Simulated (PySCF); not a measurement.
A structure optimised at r2SCAN-D4/def2-SVP, used in a PySCF frequency run:

```
C
H 1 1.1053
H 1 1.1062 2 105.68
C 1 1.5275 2 109.46 3 117.64
H 4 1.1062 1 109.02 2 64.84
H 4 1.1062 5 105.72 1 -117.17
C 4 1.5241 5 109.82 6 -118.43
H 7 1.1014 4 111.81 5 57.95
H 7 1.1027 8 107.64 4 122.31
H 7 1.1027 8 107.64 9 115.36
C 1 1.5338 2 109.14 3 -117.32
H 11 1.1064 1 110.26 2 -179.86
H 11 1.1073 12 105.72 1 -118.68
Si 11 1.8589 12 108.62 13 -116.60
O 14 1.6584 11 105.30 12 175.55
H 15 0.9649 14 115.34 11 164.32
O 14 1.6600 15 108.22 16 42.38
H 17 0.9641 14 114.81 15 -140.28
O 14 1.6676 15 113.48 16 -72.36
H 19 0.9638 14 116.60 15 -67.62
```
Charge 0, spin multiplicity 1.

Write its SMILES and formula.

CCCC[Si](O)(O)O, C₄H₁₂O₃Si

What are its rotational constants (standard atomic weights)?

3.3469, 0.70780, 0.69762 GHz
